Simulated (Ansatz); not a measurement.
Wavefunction ladder for C2H6S2Si (`[SiH3]SCC=S`)

```tsv
atom	x (Å)	y (Å)	z (Å)
Si1	1.666	0.066	-0.753
S2	0.665	-1.201	0.654
C3	-0.757	-0.150	1.129
C4	-1.669	-0.074	-0.037
S5	-1.869	1.228	-0.962
H6	1.883	1.409	-0.159
H7	0.942	0.197	-2.040
H8	2.958	-0.631	-0.968
H9	-0.416	0.835	1.445
H10	-1.223	-0.672	1.968
H11	-2.180	-1.009	-0.276
```

The species carries charge 0 and has multiplicity 1. The geometry is a stationary point of PBE0-D4/def2-TZVP. It is one conformer, not always the lowest. Frozen core, restricted reference, Ansatz 0.2.0. CBS rows extrapolate triple and quadruple zeta; past MP2 they add the triple-zeta difference.

```csv
basis,HF (Eh),MP2 corr.,CCSD corr.,(T),CCSD(T) total
def2-SVP,-1162.80741,-0.63456,-0.69822,-0.02537,-1163.53100
def2-TZVPP,-1163.27649,-0.80592,-0.86647,-0.04276,-1164.18572
def2-QZVPP,-1163.31142,-0.86740,–,–,–
CBS(def2),-1163.31623,-0.91294,-0.97349,as TZ,-1164.33248
```
